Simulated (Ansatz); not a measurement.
C$_{3}$H$_{2}$F$_{6}$, SMILES `FC(F)C(F)C(F)(F)F`. Total charge 0; spin multiplicity 1.

```xyz
11

F    -1.234   -0.242   -2.054
C    -1.071   -0.082   -0.722
F    -1.703    1.048   -0.357
C     0.420    0.015   -0.430
F     0.932    1.150   -0.976
C     0.741   -0.004    1.062
F     2.059   -0.013    1.248
F     0.237   -1.121    1.605
F     0.239    1.038    1.708
H    -1.530   -0.932   -0.207
H     0.910   -0.857   -0.877
```

List the harmonic frequencies (cm⁻¹, unscaled) at PBE0-D4/def2-TZVP in Ansatz. (Estimate.)

Computed: 46, 84, 158, 222, 250, 304, 335, 412, 525, 556, 588, 720, 799, 883, 943, 1116, 1156, 1194, 1216, 1227, 1319, 1348, 1395, 1402, 1433, 3088, 3096.

Is this a minimum?

Yes, all 27 modes are real.

Give the ideal-gas thermochemistry at 298.15 K and 1 bar (rigid rotor, harmonic oscillator; point group C1, symmetry number 1).

Zero-point energy 154.4 kJ/mol; H(298) − E = 178.3 kJ/mol; entropy 381.8 J/(mol·K), of which translation 171.5, rotation 121.2, vibration 89.0; G(298) − E = 64.5 kJ/mol. Modes under 100 cm⁻¹ are hindered rotations or soft bends, so the harmonic entropy is rough.

And at 400, 500, 600, 800 and 1000 K?


```tsv
T (K)	H − E (kJ/mol)	S (J/mol/K)	G − E (kJ/mol)
400	192.2	421.6	23.5
500	208.0	457.0	-20.4
600	225.7	489.1	-67.8
800	264.8	545.3	-171.4
1000	307.4	592.7	-285.3
```

Rotational constants (cm⁻¹)?

0.08759, 0.03842, 0.0361.
